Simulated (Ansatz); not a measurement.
`C[NH2+][B-](C)(C)O`, relaxed with RKS PBE-D4/def2-SVP in the Gaussian-basis code of Ansatz from a rough embedded geometry. The force threshold is 0.03 eV/Å; the program also tests the step.

The species carries charge 0 and has multiplicity 1.

Start:

```xyz
18

C    -0.652    1.723    0.863
N     0.143    1.118   -0.138
B    -0.127   -0.410   -0.330
C     0.817   -0.855   -1.649
C     0.375   -1.246    0.938
O    -1.521   -0.659   -0.631
H    -0.415    2.806    0.999
H    -1.719    1.645    0.696
H    -0.417    1.213    1.914
H     1.169    1.261    0.085
H    -0.064    1.601   -1.028
H     0.612   -1.981   -1.814
H     1.813   -0.736   -1.396
H     0.447   -0.355   -2.509
H    -0.293   -1.094    1.794
H     0.398   -2.357    0.728
H     1.441   -0.966    1.245
H    -2.008   -0.707    0.234
```

```json
{"step": "1", "energy (eV)": "-7506.1186", "largest force (eV/Å)": "4.433", "largest move (Å)": "0.000"}
{"step": "2", "energy (eV)": "-7506.7882", "largest force (eV/Å)": "1.919", "largest move (Å)": "0.131"}
{"step": "3", "energy (eV)": "-7506.9362", "largest force (eV/Å)": "0.633", "largest move (Å)": "0.129"}
{"step": "4", "energy (eV)": "-7506.9648", "largest force (eV/Å)": "0.338", "largest move (Å)": "0.051"}
{"step": "5", "energy (eV)": "-7506.9689", "largest force (eV/Å)": "0.165", "largest move (Å)": "0.089"}
{"step": "6", "energy (eV)": "-7506.9739", "largest force (eV/Å)": "0.068", "largest move (Å)": "0.045"}
{"step": "7", "energy (eV)": "-7506.9742", "largest force (eV/Å)": "0.035", "largest move (Å)": "0.025"}
{"step": "8", "energy (eV)": "-7506.9746", "largest force (eV/Å)": "0.018", "largest move (Å)": "0.015"}
```

End:

```xyz
18

C    -0.606    1.800    0.953
N     0.173    1.151   -0.115
B    -0.125   -0.540   -0.356
C     0.782   -0.864   -1.661
C     0.331   -1.286    1.012
O    -1.545   -0.580   -0.659
H    -0.497    2.904    0.952
H    -1.667    1.528    0.796
H    -0.284    1.402    1.932
H     1.185    1.294    0.013
H    -0.065    1.563   -1.030
H     0.701   -1.943   -1.910
H     1.867   -0.654   -1.529
H     0.440   -0.313   -2.566
H    -0.306   -1.049    1.896
H     0.268   -2.387    0.871
H     1.383   -1.078    1.307
H    -2.036   -0.949    0.092
```

Run time 21 s (4 threads of an AMD EPYC 7R43 on a shared host); peak host memory 0.21 GiB.
